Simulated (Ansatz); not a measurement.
Geometry optimisation, RKS PBE0/def2-SVP in Ansatz 0.2.0.

input.yaml

```yaml
crystal:
  periodic: [false, false, false]
  atoms:
    - { symbol: B, position_ang: [-0.331777, -0.812006, -0.108778] }
    - { symbol: S, position_ang: [1.036008, 2.074317, -0.094723] }
    - { symbol: O, position_ang: [-1.321428, -0.332667, 0.673108] }
    - { symbol: O, position_ang: [0.627233, -1.642151, 0.357438] }
    - { symbol: H, position_ang: [0.458142, 1.513655, -1.184865] }
    - { symbol: F, position_ang: [-0.371462, -0.488836, -1.442919] }
    - { symbol: H, position_ang: [-0.156078, 2.189046, 0.526381] }
    - { symbol: H, position_ang: [-1.216787, -0.620316, 1.585834] }
    - { symbol: H, position_ang: [1.276249, -1.880842, -0.311474] }
basis:
  gaussian: { orbitals: def2-SVP }
hamiltonian:
  xc: pbe0
relax:
  f_tol: 0.03
  max_steps: 50
```

Launched with:

```bash
$ ansatz run input.yaml --threads 2 --pin off --max-ram 3072MiB --backend cpu --events-out ev --progress --plain --runs-dir out
```

Problem. Where does it end, and by what steps?

Solution. The run converged. After 9 steps the energy has fallen by 0.049 eV; H5 moved furthest, 0.43 Å.

| step | energy less start (eV) | largest force component (eV/Å) | accepted |
| --- | --- | --- | --- |
| 0 | 0.0000 | 1.075 | yes |
| 1 | -0.0338 | 0.719 | yes |
| 2 | -0.0416 | 0.220 | yes |
| 3 | -0.0437 | 0.084 | yes |
| 4 | -0.0456 | 0.130 | yes |
| 5 | -0.0470 | 0.140 | yes |
| 6 | -0.0482 | 0.064 | yes |
| 7 | -0.0487 | 0.043 | yes |
| 8 | -0.0489 | 0.039 | yes |
| 9 | -0.0490 | 0.008 | yes |

```xyz
9
Properties=species:S:1:pos:R:3
B -0.336 -0.884 -0.103
S 0.987 2.329 -0.092
O -1.273 -0.312 0.690
O 0.574 -1.756 0.391
H 0.557 1.913 -1.302
F -0.355 -0.580 -1.403
H -0.171 1.947 0.488
H -1.181 -0.596 1.605
H 1.198 -2.060 -0.275
```

Run time: 23 s on 2 threads of Arm Neoverse V2, on a shared host, peak memory 0.19 GiB.
